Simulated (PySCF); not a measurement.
**Radial density of Sb (antimony, neutral)**

UHF, [Kr] 4d10 5s2 5p3, high-spin 4S determinant. Calculation: PySCF 2.14, in aug-cc-pwCVTZ-DK3; scalar relativity by spin-free X2C-1e.

```csv
r (bohr),4πr²ρ (e/bohr),4πr²(ρα − ρβ)
0.0297,60.06,0.0171
0.0499,61.50,0.0393
0.0840,84.50,0.0239
0.141,63.11,-0.0137
0.238,69.27,0.0717
0.400,37.59,0.0011
0.672,24.19,0.1648
1.13,14.05,-0.0311
1.90,3.484,1.0957
3.20,1.335,0.9404
5.38,0.1208,0.1069
9.05,0.0007474,0.0007
```

Densities and radii are taken from the X2C orbitals without a picture-change correction, which distorts them close to the nucleus.

(1) Where is the radial spin density 4πr²(ρα − ρβ) most negative, and why is it negative at all?

Answers

(1) Around r = 1.13 bohr, down to -0.0311 e/bohr: exchange with the open shell polarises the paired shells in an unrestricted calculation.
